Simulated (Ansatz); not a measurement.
Cartesian coordinates in Å:
```
C 0.4389 -1.3517 0.0594
N -0.4053 -0.2783 0.5577
Ge -0.3034 1.3877 -0.0906
F 1.3543 1.8506 0.0030
F -0.6008 1.4749 -1.7956
H 0.0584 -1.8181 -0.8560
H 0.5487 -2.1252 0.8236
H 1.4358 -0.9611 -0.1506
H -1.3252 -0.5792 0.8406
H -1.2012 2.4004 0.6084
```

The species carries charge 0 and has multiplicity 1.

Task: List the PBE/def2-TZVPP orbital energies in eV (the Gaussian-basis code of Ansatz). (Best estimate.)

Result: Computed: Occupied: -10805.74, -1338.95, -1192.38, -1192.37, -1192.35, -659.38, -659.23, -380.87, -269.84, -163.73, -115.21, -115.17, -115.11, -31.55, -31.26, -31.01, -30.96, -30.93, -28.64, -27.88, -22.22, -16.85, -14.17, -12.27, -11.18, -10.96, -10.66, -10.37, -9.66, -9.24, -9.12, -9.00, -8.49, -6.11. Lowest empty: -0.59, -0.14, 0.31, 0.49, 1.61, 2.40, 2.47, 2.89.
